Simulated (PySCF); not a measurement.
C4H9NSi2.
SMILES with atom numbers: `[N:1]#[C:2][Si@@H:3]1[CH2:4][CH2:5][CH2:6][SiH2:7]1` (hydrogens: H8 on Si3; H9, H10 on C4; H11, H12 on C5; H13, H14 on C6; H15, H16 on Si7)

The same species was optimised twice, with GFN2-xTB and with PBE0-D3(BJ)/def2-SVP (PySCF), and the same property calculations (PySCF, gas phase) were run on both structures.

```
    coordinate  GFN2-xTB  PBE0-D3(BJ)/def2-SVP  change
   Si3–Si7 (Å)     2.319                 2.346  +0.027
    Si3–C4 (Å)     1.918                 1.898  -0.020
     N1≡C2 (Å)     1.147                 1.161  +0.014
    C6–Si7 (Å)     1.916                 1.908  -0.008
    C2–Si3 (Å)     1.869                 1.862  -0.007
     C5–C6 (Å)     1.531                 1.536  +0.005
     C4–C5 (Å)     1.531                 1.536  +0.005
C2–Si3–Si7 (°)     113.1                 110.2    -2.9
 C2–Si3–C4 (°)     107.0                 108.3    +1.3
 Si3–C4–C5 (°)     108.6                 108.1    -0.5
  C4–C5–C6 (°)     111.6                 112.0    +0.4
Si3–Si7–C6 (°)      92.3                  92.1    -0.2
C4–Si3–Si7 (°)      94.1                  93.9    -0.2
 N1–C2–Si3 (°)     177.9                 178.0    +0.1
 C5–C6–Si7 (°)     109.4                 109.5    +0.1
```

Rotational constants: A = 2689, B = 1287, C = 1076 MHz (GFN2-xTB) against A = 2621, B = 1303, C = 1099 MHz (PBE0-D3(BJ)/def2-SVP). Point groups within 0.08 Å: C1 and C1. Atoms that the bonding makes alike are paired by their places after alignment.

On the GFN2-xTB structure: lowest singlet, TDDFT (eV) 6.07 [PBE0/def2-SVPD]; isotropic polarisability (au) 102.3 [PBE0/def2-SVPD]; HOMO (eV) -8.10 [PBE0/def2-SVPD]; LUMO (eV) -0.71 [PBE0/def2-SVPD]; dipole (D) 4.53 [PBE0/def2-SVPD]; HOMO (eV) -8.15 [PBE0/pcSseg-1]; LUMO (eV) -0.67 [PBE0/pcSseg-1]; dipole (D) 4.40 [PBE0/pcSseg-1]; GIAO shielding of N1 (ppm) -98.9 [PBE0/pcSseg-1]; GIAO shielding of C2 (ppm) 61.8 [PBE0/pcSseg-1]; GIAO shielding of Si3 (ppm) 411.8 [PBE0/pcSseg-1]; GIAO shielding of C4 (ppm) 167.3 [PBE0/pcSseg-1]; GIAO shielding of C5 (ppm) 159.3 [PBE0/pcSseg-1]; GIAO shielding of C6 (ppm) 171.5 [PBE0/pcSseg-1]; GIAO shielding of Si7 (ppm) 418.3 [PBE0/pcSseg-1].

Q: What do these properties become on the PBE0-D3(BJ)/def2-SVP structure?

A: 
```
                                    property           level  on GFN2-xTB  on PBE0-D3(BJ)/def2-SVP  change
                  lowest singlet, TDDFT (eV)  PBE0/def2-SVPD         6.07                     5.94   -0.13
               isotropic polarisability (au)  PBE0/def2-SVPD        102.3                    104.0    +1.7
                                   HOMO (eV)  PBE0/def2-SVPD        -8.10                    -7.91   +0.19
                                   LUMO (eV)  PBE0/def2-SVPD        -0.71                    -0.67   +0.04
                                  dipole (D)  PBE0/def2-SVPD         4.53                     4.55   +0.02
energy, GFN2-xTB geometry as zero (kcal/mol)  PBE0/def2-SVPD          0.0                     -2.2    -2.2
                                   HOMO (eV)   PBE0/pcSseg-1        -8.15                    -7.96   +0.19
                                   LUMO (eV)   PBE0/pcSseg-1        -0.67                    -0.61   +0.06
                                  dipole (D)   PBE0/pcSseg-1         4.40                     4.42   +0.02
energy, GFN2-xTB geometry as zero (kcal/mol)   PBE0/pcSseg-1          0.0                     -1.8    -1.8
                  GIAO shielding of N1 (ppm)   PBE0/pcSseg-1        -98.9                   -109.3   -10.4
                  GIAO shielding of C2 (ppm)   PBE0/pcSseg-1         61.8                     58.0    -3.8
                 GIAO shielding of Si3 (ppm)   PBE0/pcSseg-1        411.8                    411.3    -0.5
                  GIAO shielding of C4 (ppm)   PBE0/pcSseg-1        167.3                    168.4    +1.1
                  GIAO shielding of C5 (ppm)   PBE0/pcSseg-1        159.3                    158.3    -1.0
                  GIAO shielding of C6 (ppm)   PBE0/pcSseg-1        171.5                    172.4    +0.9
                 GIAO shielding of Si7 (ppm)   PBE0/pcSseg-1        418.3                    413.5    -4.8
```

The heavy atoms differ by 0.048 Å rms after alignment. Among bonds between heavy atoms Si3–Si7 changes most (+0.027 Å). Changes are differences of the printed values. Neither structure is proved a minimum here.
